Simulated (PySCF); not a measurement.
## Excitation energy of Nb by level of theory

Nb [Kr] 4d4 5s1 (6D) → Nb [Kr] 4d4 5p1 (high-spin determinant), as a difference of total energies. Calculation: PySCF 2.14, in def2-QZVPPD with the def2 core potential (28 electrons); scalar relativity through the core potential. Correlated levels: valence and next inner shell: nothing frozen outside the core potential. The calculations carry no spin-orbit coupling.

```csv
method,excitation energy (eV)
UHF,2.699
MP2 (valence and next inner shell),3.116
SCS-MP2 (valence and next inner shell),2.949
CCSD (valence and next inner shell),3.012
CCSD(T) (valence and next inner shell),3.014
```

Task: How much does correlation contribute at CCSD(T) (valence and next inner shell)?

Result: 3.014 − (2.699) = 0.315 eV, measured against UHF.

The determinant of the upper state mixes LS terms, which raises its energy above the lowest term, most at the Hartree-Fock and MP2 levels.
